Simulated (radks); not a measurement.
Values are calculated unless marked as measured or tabulated.
Question: Coherent X-ray form factor from a spherical all-electron density. Code: a radial shooting solver on a logarithmic mesh with Libxc functionals. Model: scalar-relativistic Kohn-Sham, r2SCAN, spin-polarised, spherical densities, finite nucleus; meta-GGA in the generalised Kohn-Sham scheme; Fermi nuclear charge, rms radius of each element as measured or else 0.836 A^(1/3) + 0.57 fm.

sin(theta)/lambda (1/angstrom),f0 (electrons)
0.05,14.476
0.1,13.184
0.15,11.680
0.2,10.359
0.25,9.345
0.3,8.595
0.4,7.534
0.5,6.665
0.6,5.825
0.8,4.284
1,3.125
1.25,2.230
1.5,1.751
2,1.334

The species is in the configuration that NIST lists as its ground one. Which atom or ion scatters so?

Answer: Neutral phosphorus, [Ne] 3s2 3p3. Extrapolating in s^2 from the first two rows gives f0(0) = 14.9, near the electron count 15; among species with that count, the fall with angle is slower the higher Z, and the table is that of Z = 15; from so few rows the species is fixed only to a neighbour or two.
